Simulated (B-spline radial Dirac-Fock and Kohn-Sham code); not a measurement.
The Kβ1 (K-M3) line from Ce to Tb

These are calculated numbers from an atomic code on a B-spline grid; the model is ΔSCF Dirac-Fock with Breit, self-energy and vacuum polarisation, finite nucleus, configuration average. Free neutral atoms. No correlation.

| Z | element | energy (eV) | wavelength (Å) |
| --- | --- | --- | --- |
| 58 | Ce | 39253.1 | 0.31586 |
| 59 | Pr | 40745.0 | 0.30429 |
| 60 | Nd | 42267.2 | 0.29333 |
| 61 | Pm | 43822.4 | 0.28292 |
| 62 | Sm | 45410.8 | 0.27303 |
| 63 | Eu | 47033.2 | 0.26361 |
| 64 | Gd | 48687.8 | 0.25465 |
| 65 | Tb | 50381.5 | 0.24609 |

Q: How well does Moseley's law, √E linear in Z, describe these energies?

A: A straight-line fit gives √(E/eV) = 3.7612·(Z − 5.33). The slope squared is 1.0398 Ry, against 0.8889 Ry for a hydrogen-like ion. The residuals, fit less computed, are Ce -15.8, Pr -3.4, Nd +6.8, Pm +12.4, Sm +13.1, Eu +8.1, Gd -0.8, Tb -20.5 eV.
